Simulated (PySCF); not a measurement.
## Calculated NMR data

- σ from GIAO-PBE0/pcSseg-1
- coordinates at the PBE0-D3(BJ)/def2-SVP level
- spin–spin couplings from B3LYP/pcJ-1 (spin–dipole term left out of most H,H and C,H couplings)
- code: PySCF
- isolated molecule, single conformer, non-relativistic, one averaged value for each set of equivalent atoms

References, each an isolated molecule treated in the same way: 1H (σ = 31.27 ppm), 13C (σ = 184.41 ppm) vs TMS. Multiplet labels drop J under 1 Hz and among equivalent protons, and merge close values. Unscaled 3J(H,H) run several per cent high. Splittings of carbon signals by F and P are missing where no couplings were computed. Where no couplings were computed, multiplicities follow the n + 1 count of equivalent neighbours, and m marks all less simple cases (inequivalent or close neighbours, rings, F or P nearby). Vicinal couplings that depend on rotamer populations or ring flexing (ring, CH–CH, X–H and H–F types) are those of the one conformer. One-bond C–F couplings are unscaled and too large by tens of Hz. Couplings to H on boron are left out. Carbons bonded to boron are broad in practice. Shifts are as computed. Against solution values, carbons near 30 ppm lie about +2 ppm off and those near 130 ppm about +5 ppm. Of 1211 compounds with measured shifts, 218 miss one by over three times the rms of a fit or turn the order of signals round; such compounds aren't used in these exercises. Across acyclic CH2–CH2 and CH–CH2 bonds, 3J(H,H) assumes equally populated rotamers. OH and NH positions are gas-phase values without hydrogen bonding to other molecules.

Compound 1 (C$_{3}$H$_{5}$F$_{2}$N). 1H NMR (600 MHz, computed): δ 10.35 (br s, 1H), 7.71 (tt, J = 6.2, 1.0 Hz, 1H), 5.66 (tt, J = 64.4, 4.6 Hz, 1H), 2.35 (tdd, J = 15.8, 6.2, 4.6 Hz, 2H). 13C{1H} NMR (computed): δ 173.3 (t, J = 5.4 Hz), 117.3 (t, J = 305.5 Hz), 51.8 (t, J = 18.6 Hz). Structure: `[H]/N=C\CC(F)F`.

Compound 2 (C$_{6}$H$_{12}$BP). 1H NMR (600 MHz, computed): δ 2.76 (m, 1H), 2.24 (m, 2H), 2.24 (m, 1H), 2.11 (s, 3H), 1.94 (m, 2H), 1.10 (br, 3H). 13C{1H} NMR (computed): δ 114.9, 78.3, 29.6, 22.9, 5.9. Structure: SMILES [BH3-][P+]1(C#CC)CCC1.

Compound 3 (C$_{8}$H$_{11}$N). 1H NMR (600 MHz, computed): δ 2.41 (m, 1H), 2.25 (m, 1H), 2.21 (m, 1H), 2.11 (m, 1H), 1.95 (m, 1H), 1.88 (m, 1H), 1.85 (m, 1H), 1.84 (m, 1H), 1.79 (m, 1H), 1.58 (m, 1H), 0.85 (m, 1H). 13C{1H} NMR (computed): δ 127.9 (C), 39.7 (CH2), 39.3 (CH), 34.3 (CH), 31.5 (CH), 30.1 (CH2), 26.1 (CH2), 23.2 (CH2). Structure: `N#C[C@@H]1CC[C@H]2C[C@@H]1C2`.
